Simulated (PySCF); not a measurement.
A structure optimised at B3LYP-D3(BJ)/def2-SVP, used in a PySCF frequency run:

```
Si
F 1 1.6082
F 1 1.6082 2 105.43
O 1 1.6304 2 111.21 3 -120.64
H 4 0.9658 1 118.66 2 58.59
Br 1 2.1849 2 110.06 3 118.66
```
Charge 0, spin multiplicity 1.

Task: Write its SMILES, formula and point group.

Result: O[Si](F)(F)Br, BrF₂HOSi, Cs

Task: What are its rotational constants (standard atomic weights)?

Result: 3.9630, 1.5074, 1.4936 GHz
